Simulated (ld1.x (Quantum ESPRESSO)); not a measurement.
**Which change was made? (Pt, TM semilocal)**

```
Element                 : Pt (Z = 78)
Generator               : ld1.x (Quantum ESPRESSO) 7.5
Type                    : norm-conserving Troullier–Martins (semilocal form)
Functional              : PW91
Relativity              : scalar-relativistic
Frozen core             : [Kr] 4d10 4f14
Valence charge          : 18
Reference configuration : 5s2 5p6 5d9 6s0 6p0 (charge +1)
Partial waves           : 5p (bound): rc 1.50 bohr; 5d (bound): rc 2.15 bohr; 5s (bound): rc 1.15 bohr
Local potential         : the s channel
Core correction         : none
```

Cutoffs, loose and tight: the cutoffs (Ry, on a coarse ladder) from which the occupation-weighted sum of valence levels, in a spherical-Bessel basis at the reference potential, stays within 10 and 1 mRy of its value at 400 Ry. They do not see the model core or the augmentation charge, which bear on the density cutoff. Test errors are all-electron minus pseudo excitation energies from the reference, over the configurations 5s2 5p6 5d9 6s1 6p0; 5s2 5p6 5d8 6s0 6p0; 5s2 5p6 5d7 6s0 6p0; 5s2 5p6 5d9.5 6s0.5 6p0; 5s2 5p6 5d10 6s0 6p0; 5s2 5p6 5d8 6s2 6p0; 5s2 5p6 5d8 6s1 6p0; variants that change the core or the reference have their own tests. The largest error is taken over the tests solved by every variant that gives reliable tests at all, those not shown here included: 5s2 5p6 5d7 6s0 6p0; 5s2 5p6 5d8 6s0 6p0; 5s2 5p6 5d8 6s1 6p0; 5s2 5p6 5d8 6s2 6p0; 5s2 5p6 5d9 6s1 6p0; 5s2 5p6 5d9.5 6s0.5 6p0.

The base gives: outcome: generated; cutoff, loose: 120 Ry; cutoff, tight: 200 Ry; bound ghosts: none; largest test error (meV): +635.

(1) After one change the result is: outcome: generated; cutoff, loose: 90 Ry; cutoff, tight: 140 Ry; bound ghosts: none; largest test error (meV): +2624. Which change was it?
A. all radii scaled by about 1.07 (s 1.22, p 1.60, d 2.30 bohr)
B. all radii scaled by about 1.20 (s 1.38, p 1.80, d 2.58 bohr)
C. all radii scaled by about 0.85 (s 0.98, p 1.28, d 1.84 bohr)

## Answers

(1) B. The others give: all radii scaled by about 0.85 (s 0.98, p 1.28, d 1.84 bohr) → outcome: generated; cutoff, loose: 140 Ry; cutoff, tight: 260 Ry; bound ghosts: none; largest test error (meV): +257 | all radii scaled by about 1.07 (s 1.22, p 1.60, d 2.30 bohr) → outcome: generated; cutoff, loose: 110 Ry; cutoff, tight: 180 Ry; bound ghosts: none; largest test error (meV): +961.
